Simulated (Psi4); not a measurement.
Cl3Sn, charge +1, singlet, at a GFN2-xTB geometry (such geometries of metal compounds can be far from the true shape) (all electrons, no relativity); B3LYP5/STO-3G in Psi4.

Here is a job for Psi4.
```
memory 2 GB

molecule mol {
1 1
Sn   -0.000000    0.000000    0.000000
Cl    2.221697   -0.280466   -0.428110
Cl   -0.943125   -0.989540    1.824611
Cl   -1.278573    1.270006   -1.396501
}

set {
  basis sto-3g
  reference rks
  scf_type pk
  puream true
  d_convergence 1e-8
  dft_radial_points 99
  dft_spherical_points 590
}

energy('b3lyp5')
print_variables()
```

Output, abridged:

```
   => Loading Basis Set <=

    Name: STO-3G
    Role: ORBITAL
    Keyword: BASIS

         ---------------------------------------------------------
                                   SCF
               by Justin Turney, Rob Parrish, Andy Simmonett
                          and Daniel G. A. Smith
                              RKS Reference
         ---------------------------------------------------------

  ==> Geometry <==

    Molecular point group: c1
    Full point group: C1

    Geometry (in Angstrom), charge = 1, multiplicity = 1:

       Center              X                  Y                   Z               Mass
    ------------   -----------------  -----------------  -----------------  -----------------
         SN           0.000000155549    -0.000000000000    -0.000000000000   119.902201630000
         CL           2.221697155549    -0.280466000000    -0.428110000000    34.968852682000
         CL          -0.943124844451    -0.989540000000     1.824611000000    34.968852682000
         CL          -1.278572844451     1.270006000000    -1.396501000000    34.968852682000

  Running in c1 symmetry.

  Rotational constants: A =      0.06183  B =      0.06183  C =      0.03091 [cm^-1]
  Rotational constants: A =   1853.61040  B =   1853.61017  C =    926.80514 [MHz]
  Nuclear repulsion =  708.056677858184571

  Charge       = 1
  Multiplicity = 1
  Electrons    = 100
  Nalpha       = 50
  Nbeta        = 50

  ==> Algorithm <==

  SCF Algorithm Type is PK.
  DIIS enabled.
  MOM disabled.
  Fractional occupation disabled.
  Guess Type is SAD.
  Energy threshold   = 1.00e-06
  Density threshold  = 1.00e-08
  Integral threshold = 1.00e-12

  ==> Primary Basis <==

  Basis Set: STO-3G
    Blend: STO-3G
    Number of shells: 26
    Number of basis functions: 54
    Number of Cartesian functions: 56
    Spherical Harmonics?: true
    Max angular momentum: 2

  ==> DFT Potential <==

   => LibXC <=

    Version 7.1.2
    S. Lehtola, C. Steigemann, M. J. T. Oliveira, and M. A. L. Marques,  SoftwareX 7, 1–5 (2018) (10.1016/j.softx.2017.11.002)

   => Composite Functional: B3LYP5 <=

    B3LYP5 Hyb-GGA Exchange-Correlation Functional

    P. J. Stephens, F. J. Devlin, C. F. Chabalowski, and M. J. Frisch,  J. Phys. Chem. 98, 11623 (1994) (10.1021/j100096a001)

    Deriv               =              1
    GGA                 =           TRUE
    Meta                =          FALSE

    Exchange Hybrid     =           TRUE
[...]
   @RKS iter   2: -7330.36319454349814   -3.83189e-02   2.28837e-03 DIIS/ADIIS
   @RKS iter   3: -7330.37432350493054   -1.11290e-02   1.47657e-03 DIIS/ADIIS
   @RKS iter   4: -7330.38183913366538   -7.51563e-03   9.31742e-06 DIIS
   @RKS iter   5: -7330.38183942909563   -2.95430e-07   3.16277e-07 DIIS
   @RKS iter   6: -7330.38183942951582   -4.20187e-10   2.03140e-08 DIIS
   @RKS iter   7: -7330.38183942951400    1.81899e-12   5.52189e-09 DIIS
  Energy and wave function converged.

  ==> Post-Iterations <==

   Electrons on quadrature grid:
      Ntotal   =  100.0000013476 ; deviation = 1.348e-06

    Orbital Energies [Eh]
    ---------------------

    Doubly Occupied:

[...]
    Virtual:

[...]
      54A     -0.100857

    Final Occupation by Irrep:
              A
    DOCC [    50 ]
    NA   [    50 ]
    NB   [    50 ]

  @RKS Final Energy: -7330.38183942951400

   => Energetics <=

    Nuclear Repulsion Energy =            708.0566778581845711
    One-Electron Energy =              -11518.1502318425009435
    Two-Electron Energy =                3676.6363689545814850
    DFT Exchange-Correlation Energy =    -196.9246543997792571
    Empirical Dispersion Energy =           0.0000000000000000
    VV10 Nonlocal Energy =                  0.0000000000000000
    Total Energy =                      -7330.3818394295140024

Computation Completed

Properties will be evaluated at   0.000000,   0.000000,   0.000000 [a0]

Properties computed using the SCF density matrix

 Multipole Moments:

 ------------------------------------------------------------------------------------
     Multipole            Electronic (a.u.)      Nuclear  (a.u.)        Total (a.u.)
 ------------------------------------------------------------------------------------

 L = 1.  Multiply by 2.5417464519 to convert [e a0] to [Debye]
 Dipole X            :          0.0000044           -0.0000024            0.0000020
 Dipole Y            :          0.0000004           -0.0000000            0.0000004
 Dipole Z            :         -0.0000012           -0.0000000           -0.0000012
 Magnitude           :                                                    0.0000023

 ------------------------------------------------------------------------------------

  Variable Map:
  ----------------------------------------------------------------------------
[...]
  Array Variable Map:
  ----------------------------------------------------------------------------
[...]
[...]
```
